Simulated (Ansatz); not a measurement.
System: C2H2O, net charge 0, singlet state. 
Geometry from a B3LYP-D3(BJ)/def2-TZVP (Ansatz, a quantum-chemistry and plane-wave program) optimisation:
```xyz
5

C     -0.5598    -0.3894    -0.1406
C      0.6961    -0.5349    -0.0506
O     -0.1265     0.8836     0.1831
H     -1.5447    -0.7845    -0.3237
H      1.7394    -0.7389     0.0057
```
Charge 0, spin multiplicity 1.

Basis-set convergence of Hartree-Fock and CCSD(T) correlation energies (hartree) with Ansatz. Valence correlation only, unless marked. Spin-orbit coupling is left out. No relativistic terms.

The Hartree-Fock reference is unstable (checked in the largest basis), which strains HF and MP2. 

```json
[
 {"basis": "cc-pVDZ", "functions": "-", "E(HF)": "-151.59097", "E(corr, CCSD(T))": "-0.48375"},
 {"basis": "cc-pVTZ", "functions": "118", "E(HF)": "-151.63941", "E(corr, CCSD(T))": "-0.59203"},
 {"basis": "cc-pVQZ", "functions": "225", "E(HF)": "-151.65102", "E(corr, CCSD(T))": "-0.62710"}
]
```

Extrapolating the two largest sets (X = 3 and 4) as X^-3: E(corr) = (64·(-0.62710) - 27·(-0.59203))/37 = -0.6527 Eh, an estimate of the basis-set limit. The largest set recovers 96.1 % of it, the smallest 74.1 %.
